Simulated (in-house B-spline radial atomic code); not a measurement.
# RPA and G0W0 on BHandHLYP: C²⁺

Configuration [He] 2s2, mean-field start BHandHLYP. Computed with an all-electron radial atomic-structure program (B-spline basis): all electrons, scalar-relativistic (spin-free one-electron X2C), finite nucleus, each spin shell either full or empty, empty states to l = 9 with an (l + 1/2)⁻⁴ tail; G0W0 by contour deformation at full frequency.

Command:
```bash
python run_gw.py task.json out
```
Settings (radii: box in bohr, nucleus in fm):
```
Z                        6
electrons                4
configuration            [He] 2s2
hamiltonian              x2c
method                   bhandhlyp
lmax                     9
rms_radius               2.4702
spin_polarised           False
box_radius               17.55
intervals                72
ion_configuration        [He] 2s1
```

Cost of the run: 2.7 s on 1 thread of Arm Neoverse N1, on a shared host.

Energies (hartree):

```csv
term,value
mean-field total,-36.53361
Hartree-Fock functional on these orbitals,-36.42298
direct second order,-0.22916
second-order exchange,0.11199
SOSEX correction,0.093066
```

What is the RPA correlation energy, and what remains with SOSEX?

RPA gives -0.19038 hartree (-1.3 eV per electron); RPA + SOSEX gives -0.09731, and the second-order doubles -0.11717 hartree (no singles). SOSEX takes back 49 % of the RPA value.

Quasi-particle levels (eV):

```
level  occupied  mean field  Σx - vxc     Σc  QP weight     G0W0
   2s       yes      -43.63     -2.45      ?          ?        ?
   1s       yes     -327.32    -16.87   5.24      0.871  -338.95
   2p        no     -27.994      4.66  -1.54      0.958  -24.877
```

G0W0 = mean field + (Σx - vxc) + Σc, with Σc (partial-wave tail included) taken at the quasi-particle energy.

Where does G0W0 put 2s?

At -47.73 eV, with Σc = -1.64 eV and a quasi-particle weight of 0.950. The tabulated removal energy is 47.888 eV (NIST, measured).

What does it cost to remove one electron (to [He] 2s1) by differences of total energies, each species on its own start (correlation terms add to the Hartree-Fock functional)?

BHandHLYP 47.04 eV, Hartree-Fock functional 45.79 eV, + RPA 47.67 eV, + RPA + SOSEX 47.16 eV, + second order 47.63 eV. Tabulated: 47.888 eV (NIST, measured).
